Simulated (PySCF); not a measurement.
Can point charges reproduce the dipole moment of `[H]/N=C\[SiH]1OCCCO1`?

Coordinates (GFN2-xTB, Å) and charges (e) from the PBE0/pcSseg-1 density (PySCF):

```json
{"atom": "N1", "x": "3.306", "y": "0.846", "z": "0.883", "Mulliken": "-0.3246", "IAO": "-0.3847", "Hirshfeld": "-0.2129", "ESP-fitted": "-0.6559"}
{"atom": "C2", "x": "2.733", "y": "0.003", "z": "0.146", "Mulliken": "-0.2436", "IAO": "-0.2617", "Hirshfeld": "-0.0478", "ESP-fitted": "+0.1743"}
{"atom": "Si3", "x": "0.999", "y": "0.110", "z": "-0.612", "Mulliken": "+1.1026", "IAO": "+1.2825", "Hirshfeld": "+0.4580", "ESP-fitted": "+0.8113"}
{"atom": "O4", "x": "0.260", "y": "-1.339", "z": "-0.500", "Mulliken": "-0.6366", "IAO": "-0.6522", "Hirshfeld": "-0.2367", "ESP-fitted": "-0.5788"}
{"atom": "C5", "x": "-1.092", "y": "-1.446", "z": "-0.130", "Mulliken": "+0.1147", "IAO": "-0.0458", "Hirshfeld": "+0.0113", "ESP-fitted": "+0.3203"}
{"atom": "C6", "x": "-1.852", "y": "-0.132", "z": "-0.267", "Mulliken": "-0.3769", "IAO": "-0.3021", "Hirshfeld": "-0.0773", "ESP-fitted": "-0.2479"}
{"atom": "C7", "x": "-1.212", "y": "0.961", "z": "0.581", "Mulliken": "+0.1142", "IAO": "-0.0452", "Hirshfeld": "+0.0111", "ESP-fitted": "+0.2836"}
{"atom": "O8", "x": "0.133", "y": "1.195", "z": "0.247", "Mulliken": "-0.6462", "IAO": "-0.6558", "Hirshfeld": "-0.2351", "ESP-fitted": "-0.5509"}
{"atom": "H9", "x": "2.726", "y": "1.652", "z": "1.120", "Mulliken": "+0.1679", "IAO": "+0.2452", "Hirshfeld": "+0.1050", "ESP-fitted": "+0.3443"}
{"atom": "H10", "x": "3.343", "y": "-0.859", "z": "-0.119", "Mulliken": "+0.1267", "IAO": "+0.1463", "Hirshfeld": "+0.0429", "ESP-fitted": "+0.0492"}
{"atom": "H11", "x": "1.049", "y": "0.532", "z": "-2.014", "Mulliken": "-0.1459", "IAO": "-0.1795", "Hirshfeld": "-0.0906", "ESP-fitted": "-0.1704"}
{"atom": "H12", "x": "-1.542", "y": "-2.212", "z": "-0.772", "Mulliken": "+0.1238", "IAO": "+0.1461", "Hirshfeld": "+0.0455", "ESP-fitted": "+0.0140"}
{"atom": "H13", "x": "-1.135", "y": "-1.794", "z": "0.910", "Mulliken": "+0.1097", "IAO": "+0.1325", "Hirshfeld": "+0.0398", "ESP-fitted": "+0.0114"}
{"atom": "H14", "x": "-2.887", "y": "-0.275", "z": "0.043", "Mulliken": "+0.1368", "IAO": "+0.1544", "Hirshfeld": "+0.0573", "ESP-fitted": "+0.0473"}
{"atom": "H15", "x": "-1.831", "y": "0.178", "z": "-1.313", "Mulliken": "+0.1446", "IAO": "+0.1415", "Hirshfeld": "+0.0447", "ESP-fitted": "+0.1087"}
{"atom": "H16", "x": "-1.259", "y": "0.685", "z": "1.642", "Mulliken": "+0.1093", "IAO": "+0.1324", "Hirshfeld": "+0.0396", "ESP-fitted": "+0.0237"}
{"atom": "H17", "x": "-1.747", "y": "1.908", "z": "0.444", "Mulliken": "+0.1236", "IAO": "+0.1459", "Hirshfeld": "+0.0453", "ESP-fitted": "+0.0157"}
```

Task: Form Σ q r in debye for every column and set it beside the full dipole.

Result: The full density gives (-4.07, -0.34, -0.39) D, 4.10 D in size; dipole vectors point from the negative to the positive end.

| scheme | μx | μy | μz | size (D) | share of the full size (%) | angle to the full dipole (°) |
| --- | --- | --- | --- | --- | --- | --- |
| Mulliken | -5.07 | -0.77 | -0.79 | 5.19 | 126 | 5 |
| IAO | -3.99 | -0.28 | -1.00 | 4.13 | 101 | 9 |
| Hirshfeld | -2.45 | -0.32 | -0.31 | 2.49 | 61 | 3 |
| ESP-fitted | -4.05 | -0.33 | -0.38 | 4.08 | 99 | 0 |

Task: Which set comes closest?

Result: Length of the difference vector: ESP-fitted 0.02 D, IAO 0.62 D, Mulliken 1.16 D, Hirshfeld 1.62 D. Closest: ESP-fitted. The schemes that divide the density aren't constrained to reproduce the dipole.

Task: What is left for the Hirshfeld atoms' own dipoles?

Result: The shares of the density sum to the whole, so what Σ q r misses lies in dipoles about the nuclei. The atomic dipoles sum to (-4.07, -0.34, -0.39) − (-2.45, -0.32, -0.31) = (-1.62, -0.02, -0.08) D, 1.62 D in size.

Task: With the origin at the mean of the coordinates, (0.000, 0.001, 0.017) Å, which are the largest single terms, by size, of the ESP-fitted dipole along the direction of the full one?

Result: N1 +10.82, H9 -4.87, Si3 -3.67, C2 -2.28, C6 -2.23 D; all 17 atoms together +4.08 D. The single terms depend on the origin, their sum doesn't.

Task: Give the size of the full dipole in other units.

Result: 4.10 D = 1.614 au = 0.854 e·Å = 13.68 × 10⁻³⁰ C·m.

One conformer (not necessarily the lowest) at the GFN2-xTB geometry, without solvent, vibrations or thermal averaging.
